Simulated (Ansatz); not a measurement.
```yaml
crystal:
  periodic: [false, false, false]
  atoms:
    - {symbol: C, position_ang: [-0.017244, -1.337695, 0.918117]}
    - {symbol: S, position_ang: [1.367076, -0.589083, -0.173149]}
    - {symbol: Ti, position_ang: [0.130873, 1.279449, -0.928923]}
    - {symbol: F, position_ang: [-1.379782, 0.648640, -1.768545]}
    - {symbol: F, position_ang: [1.227274, 2.233259, -2.041519]}
    - {symbol: F, position_ang: [-0.403967, 2.232905, 0.550929]}
    - {symbol: H, position_ang: [-0.319531, -0.610804, 1.748277]}
    - {symbol: H, position_ang: [-0.926774, -1.620409, 0.284364]}
    - {symbol: H, position_ang: [0.414897, -2.284877, 1.392496]}
basis:
  gaussian: {orbitals: def2-mTZVP}
magnetization: {spin_polarized: true, initial_magnetization: 4}
hamiltonian: {xc: {name: revPBE}, dispersion: d4}
accuracy: high
output: {forces: true}
```

```sh
$ ansatz run in.yaml --threads 4 --pin off --events-out ev --progress --plain --max-ram 11315MiB
```

It prints (some lines left out):

```
Functional definition: revPBE
2787 factors; integrals over basis functions are off by at most 2.9e-8 eV
mean field evaluation 1: about -43163.2810 eV, gradient 6.6e1 eV
mean field evaluation 2: about -42888.0593 eV, gradient 2.4e2 eV
mean field evaluation 4: about -43115.4622 eV, gradient 9.2e1 eV
mean field evaluation 8: about -43182.3753 eV, gradient 4.8e-1 eV
mean field evaluation 16: about -43182.4029 eV, gradient 1.1e-1 eV
mean field evaluation 64: about -43182.3668 eV, gradient 4.7e-1 eV
mean field evaluation 96: about -43181.4291 eV, gradient 2.3e0 eV
mean field evaluation 128: about -43182.4077 eV, gradient 2.9e-8 eV
mean field -43182.40792612 eV, -1586.9242211977 hartree, gradient 1.6e-8 eV, S^2 6.003834; 10 other end points of the search recorded, 0 dependent functions left out
reference -43182.40793408 eV, -1586.9242214902 hartree; 39, 35 occupied and 101, 105 virtual orbitals, 2787 factors
Total energy: -43182.95999631 eV, -1586.9445094030 hartree
Atom 0 at    -0.017244    -1.337695     0.918117 Å, force    -1.009473    -1.428357     1.379042 eV/Å
Atom 1 at     1.367076    -0.589083    -0.173149 Å, force     0.459162    -0.363338     0.040235 eV/Å
Atom 2 at     0.130873     1.279449    -0.928923 Å, force     0.241444     1.101865    -1.002740 eV/Å
Atom 3 at    -1.379782     0.648640    -1.768545 Å, force    -0.783011    -0.613204    -0.303520 eV/Å
Atom 4 at     1.227274     2.233259    -2.041519 Å, force     0.615990     0.505742    -0.592315 eV/Å
Atom 5 at    -0.403967     2.232905     0.550929 Å, force    -0.279282     0.313672     1.089931 eV/Å
Atom 6 at    -0.319531    -0.610804     1.748277 Å, force     0.364357    -0.548547    -0.859230 eV/Å
Atom 7 at    -0.926774    -1.620409     0.284364 Å, force     0.931114     0.357432     0.474837 eV/Å
Atom 8 at     0.414897    -2.284877     1.392496 Å, force    -0.540301     0.674735    -0.226240 eV/Å
Dipole moment:     0.422403    -1.153260     0.627544 e Å
```

In this input the spin is set far too high for this molecule. Self-consistency was reached. The result belongs to that input, not to the molecule as meant.
